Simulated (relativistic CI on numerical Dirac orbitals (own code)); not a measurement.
## Energy levels of Hf⁴⁺

These numbers are calculated, not measured: Dirac-Coulomb-Breit CI, separate exchange-only KLI orbitals for each configuration, model QED, valence Slater integrals scaled by 0.85, P86 correlation energy added to each configuration (own radial code, finite nucleus).

Configurations in the expansion (outside the closed core [Kr] 4d10): 4f14 5s2 5p6, 4f13 5s2 5p6 5d, 4f14 5s2 5p5 5d, 4f13 5s2 5p6 6s, 4f13 5s2 5p6 6p, 4f14 5s2 5p5 5f, 4f14 5s2 5p5 5g, 4f14 5s2 5p5 6s, 4f13 5s2 5p6 6d, 4f14 5s 5p6 5d, 4f13 5s2 5p6 7s, 4f13 5s2 5p6 5f, 4f13 5s2 5p6 7p, 4f14 5s2 5p5 6p, 4f13 5s2 5p6 5g, 4f13 5s2 5p6 7d, 4f13 5s2 5p6 6f, 4f13 5s2 5p6 8s, 4f13 5s2 5p6 8p, 4f14 5s 5p6 5f, 4f14 5s2 5p5 6d, 4f14 5s 5p6 5g, 4f14 5s2 5p5 7s. Double excitations out of closed p, d and f shells are left out; levels of such configurations are missing from the list, as are those of other unlisted configurations, and high levels can miss mixing partners.

| No. | Configuration | Term | J | E (cm⁻¹) | % | Landé g | Lifetime (s) |
| --- | --- | --- | --- | --- | --- | --- | --- |
| 1 | 4f14 5s2 5p6 | 1S | 0 | 0 | 100 |  |  |
| 2 | 4f13 5s2 5p6 5d | 3P° | 2 | 142576 | 88 | 1.455 |  |
| 3 | 4f13 5s2 5p6 5d | 3H° | 5 | 147503 | 56 | 1.024 |  |
| 4 | 4f13 5s2 5p6 5d | 3D° | 3 | 150554 | 57 | 1.210 |  |
| 5 | 4f13 5s2 5p6 5d | 3H° | 6 | 151793 | 100 | 1.166 | 1.01e+00 |
| 6 | 4f13 5s2 5p6 5d | 3P° | 1 | 151977 | 82 | 1.344 | 1.35e-08 |
| 7 | 4f13 5s2 5p6 5d | 3F° | 4 | 152326 | 40 | 1.096 | 2.21e+00 |
| 8 | 4f13 5s2 5p6 5d | 1D° | 2 | 153863 | 52 | 1.039 | 3.96e-01 |
| 9 | 4f13 5s2 5p6 5d | 3F° | 4 | 156911 | 51 | 1.086 | 1.73e-01 |
| 10 | 4f13 5s2 5p6 5d | 1F° | 3 | 157634 | 37 | 1.112 | 2.16e-01 |
| 11 | 4f13 5s2 5p6 5d | 3G° | 5 | 158520 | 81 | 1.162 | 3.02e-01 |
| 12 | 4f13 5s2 5p6 5d | 3P° | 0 | 159710 | 100 |  | 4.89e-02 |
| 13 | 4f13 5s2 5p6 5d | 3H° | 4 | 160902 | 65 | 0.874 | 3.88e-02 |
| 14 | 4f13 5s2 5p6 5d | 1D° | 2 | 162981 | 42 | 0.901 | 2.95e-02 |
| 15 | 4f13 5s2 5p6 5d | 3D° | 1 | 165891 | 86 | 0.634 | 5.81e-07 |
| 16 | 4f13 5s2 5p6 5d | 3H° | 5 | 166836 | 42 | 1.045 | 2.28e-02 |
| 17 | 4f13 5s2 5p6 5d | 3G° | 3 | 167323 | 59 | 0.858 | 2.53e-02 |
| 18 | 4f13 5s2 5p6 5d | 3F° | 2 | 168373 | 47 | 0.932 | 2.79e-02 |
| 19 | 4f13 5s2 5p6 5d | 1P° | 1 | 169598 | 92 | 1.014 | 7.47e-10 |
| 20 | 4f13 5s2 5p6 5d | 3F° | 3 | 171006 | 41 | 0.981 | 2.44e-02 |
| 21 | 4f13 5s2 5p6 5d | 3G° | 4 | 172036 | 54 | 1.040 | 2.58e-02 |
| 22 | 4f13 5s2 5p6 6s | 3F° | 4 | 203297 | 100 | 1.249 | 1.48e-03 |
| 23 | 4f13 5s2 5p6 6s | 1F° | 3 | 203840 | 54 | 1.037 | 1.63e-03 |
| 24 | 4f13 5s2 5p6 6s | 3F° | 2 | 216655 | 100 | 0.664 | 1.41e-03 |
| 25 | 4f13 5s2 5p6 6s | 3F° | 3 | 217075 | 54 | 1.043 | 1.53e-03 |
| 26 | 4f13 5s2 5p6 6p | 3D | 3 | 259129 | 68 | 1.240 | 2.52e-10 |
| 27 | 4f13 5s2 5p6 6p | 3G | 4 | 259582 | 46 | 1.068 | 2.51e-10 |
| 28 | 4f14 5s2 5p5 5d | 3P° | 0 | 264126 | 100 |  | 1.29e-03 |
| 29 | 4f14 5s2 5p5 5d | 3P° | 1 | 268716 | 87 | 1.375 | 9.00e-09 |
| 30 | 4f13 5s2 5p6 6p | 3G | 5 | 270367 | 100 | 1.199 | 2.10e-10 |
| 31 | 4f13 5s2 5p6 6p | 3D | 2 | 270535 | 54 | 1.065 | 2.14e-10 |
| 32 | 4f13 5s2 5p6 6p | 3D | 3 | 271460 | 27 | 1.043 | 2.16e-10 |
| 33 | 4f13 5s2 5p6 6p | 3F | 4 | 272506 | 77 | 1.192 | 2.04e-10 |
| 34 | 4f13 5s2 5p6 6p | 3G | 3 | 272910 | 55 | 0.868 | 2.45e-10 |
| 35 | 4f13 5s2 5p6 6p | 1D | 2 | 273306 | 52 | 0.930 | 2.55e-10 |
| 36 | 4f14 5s2 5p5 5d | 3P° | 2 | 277033 | 59 | 1.347 | 3.78e-05 |
| 37 | 4f14 5s2 5p5 5d | 3F° | 4 | 277214 | 100 | 1.250 | 3.34e-05 |
| 38 | 4f14 5s2 5p5 5d | 3F° | 3 | 277784 | 64 | 1.090 | 2.88e-05 |
| 39 | 4f13 5s2 5p6 6p | 3D | 1 | 282756 | 100 | 0.496 | 2.14e-10 |
| 40 | 4f14 5s2 5p5 5d | 1D° | 2 | 283525 | 52 | 0.958 | 9.16e-05 |
| 41 | 4f13 5s2 5p6 6p | 3G | 4 | 284127 | 52 | 1.037 | 2.10e-10 |
| 42 | 4f13 5s2 5p6 6p | 3F | 2 | 284988 | 64 | 0.832 | 2.07e-10 |
| 43 | 4f13 5s2 5p6 6p | 3F | 3 | 285709 | 53 | 1.011 | 2.07e-10 |
| 44 | 4f14 5s2 5p5 5d | 3D° | 3 | 290952 | 63 | 1.211 | 1.62e-05 |
| 45 | 4f14 5s2 5p5 5d | 3D° | 1 | 313192 | 69 | 0.701 | 3.39e-11 |

Energies count from the lowest computed level; ° marks odd parity; lifetimes are radiative, by E1, M1, E2 decay to levels of this space only; some are left blank where a channel outside the calculation adds to the decay or the decay crosses a small, uncertain gap.

The mean weight of the leading LS term, summed over parents, in these 45 levels is 67 %, and that of the leading jj configuration (from the same eigenvectors) 91 %, so jj coupling describes them better and the LS labels are nominal.

At this charge configurations can still be misplaced by up to about 7 % of their energy. Levels and lines within the n = 5 or 6 shells can be off by up to 10 % or somewhat more, and those that change n by about 2 %, since core polarisation is missing. Levels that differ in their count of f electrons can be misplaced by several ten thousand cm⁻¹, since the correlation energy of f electrons is missing or only estimated; rates across such gaps can be off by orders of magnitude.

LS names give the leading component of a level, which can be under half, so a name can repeat, a term be missing and a line seem to break the LS rules.
